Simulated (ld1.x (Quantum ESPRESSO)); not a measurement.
# Transferability test, TM potential for Ni (Z = 28)

ld1.x (Quantum ESPRESSO) 7.5 input, shortened:

```
&input
   title='Ni', zed=28., rel=1, dft='PBE', iswitch=3,
   config='[Ar] 3d8 4s2 4p0 4f-2'
 /
 &inputp
   pseudotype=2, tm=.true., lloc=1,
   nlcc=.true., new_core_ps=.true.
 /
4
4S  1  0   2.00   0.00  2.35  2.35  0.0
3D  3  2   8.00   0.00  1.60  1.60  0.0
4F  4  3  -2.00   0.25  2.40  2.40  0.0
4P  2  1   0.00   0.00  3.05  3.05  0.0
 &test
   configts(1)='3d8 4s2 4p0'
 /
```

Energies are relative to the spin-unpolarised reference configuration 3d8 4s2 4p0; without spin polarisation the order of configurations can differ from experiment.

```csv
valence configuration,charge,ΔE all-electron (eV),error AE − PS (meV)
3d8 4s1 4p0,+1,9.322,-10
3d8 4s0 4p0,+2,26.673,-41
3d9 4s0 4p0,+1,6.318,-346
3d7 4s2 4p1,0,10.545,-454
3d6 4s0 4p0,+4,121.697,-2115
```

Question: What are ΔE and the potential's error for 3d7 4s0 4p0?

Answer: ΔE = 64.140 eV all-electron; the error (AE − PS) is -549 meV.

Question: What are ΔE and the potential's error for 3d8.5 4s1.5 4p0?

Answer: ΔE = -1.183 eV all-electron; the error (AE − PS) is -77 meV.

Levels in the configuration 3d8.5 4s1.5 4p0:

```tsv
level	all-electron (eV)	pseudo (eV)
3d	-6.584	-6.318
4s	-5.038	-5.058
```

Note: ghost state, extra bound levels that the all-electron valence spectrum of the same l lacks: s at -443.8 eV. A true bound ghost makes a file unfit for plane-wave use.
